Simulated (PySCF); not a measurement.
Vertical excitations of a molecule C2H8FNSi2 from PySCF with TDDFT-PBE/def2-SVPD, as energy in eV (oscillator strength): 3.75 (0.001), 4.47 (0.018), 5.01 (0.019), 5.43 (0.073), 5.61 (0.013), 5.73 (0.046), 5.88 (0.009), 6.15 (0.006), 6.25 (0.007), 6.34 (0.034). Lowest triplet (TDA): 3.50 eV. Geometry optimised at r2SCAN-D4/def2-SVP. Other conformers were not sampled.

Question: Pick the molecule that these values belong to.
(A) C/C=N/[Si@H](F)[SiH3]
(B) F[Si@@H]1CNC[SiH2]1
(C) C=C(F)[Si@H](N)[SiH3]
(D) CC1(F)[SiH2]N[SiH2]1

Answer: B, F[Si@@H]1CNC[SiH2]1
